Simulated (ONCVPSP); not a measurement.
**Tb, ONCV: configuration errors across variants**

| Property | Result |
| --- | --- |
| Element | Tb (Z = 65) |
| Generator | ONCVPSP 4.0.1 |
| Type | optimised norm-conserving Vanderbilt (ONCV) |
| Functional | PBEsol |
| Relativity | scalar-relativistic |
| Frozen core | [Kr] 4d10 4f8 |
| Valence charge | 11 |
| Reference configuration | 5s2 5p6 5d1 6s1.5 (charge +0.5) |
| Partial waves | 5s+6s: rc 2.45 bohr, ncon 4, nbas 9, qcut 5.7 1/bohr, 3 projectors, debl 3 Ha; 5p: rc 1.70 bohr, ncon 4, nbas 8, qcut 5.7 1/bohr, 1 projector; 5d: rc 3.30 bohr, ncon 5, nbas 10, qcut 3.7 1/bohr, 3 projectors, debl 0.8 Ha |
| Local potential | polynomial inside 1.40 bohr (lpopt 1, dvloc0 0 Ha) |
| Core correction | Teter function, fcfact 3.25, rcfact 1.4 |

All-electron excitation energies from the reference (eV): (1) 5s2 5p6 5d1 6s2 -2.733; (2) 5s2 5p6 5d1 6s1 4.038; (3) 5s2 5p6 5d1 6s0 16.248; (4) 5s2 5p6 5d2 6s0 5.312.

2 further variants failed, have other tests or another functional or relativity, and are left out.

Errors AE − PS in meV (a dash: test not solved or not reliable):

| change | (1) | (2) | (3) | (4) | bound ghosts | GHOST(+) flags above zero |
| --- | --- | --- | --- | --- | --- | --- |
| base | +0.7 | -1.0 | +3.4 | +17 | none | s |
| d: rc 3.6 | +0.7 | -1.0 | +1.2 | +27 | none | s |
| s: nbas 7 | +0.7 | -1.0 | +3.5 | +17 | none | s |
| all radii but the core radius scaled by about 1.10 (s 2.68, p 1.86, d 3.62 bohr); local potential polynomial inside 1.54 bohr (lpopt 1, dvloc0 0 Ha) | +0.7 | -1.1 | +0.4 | +26 | none | s |
| p: qcut 5.6 | +0.7 | -1.0 | +3.5 | +17 | none | s |
| core correction Teter function, fcfact 3.25, rcfact 1.08 | +0.7 | -0.9 | +4.5 | +19 | none | s |
| core correction Teter function, fcfact 3.1, rcfact 1.4 | +0.7 | -1.0 | +3.5 | +17 | none | s |
| local potential polynomial inside 1.40 bohr (lpopt 1, dvloc0 6 Ha) | +0.7 | -1.0 | +3.3 | +17 | none | s |

Give the same row for: core correction none.

+0.8, -0.9, +5.5, +20; bound ghosts: none; GHOST(+) flags above zero: s.
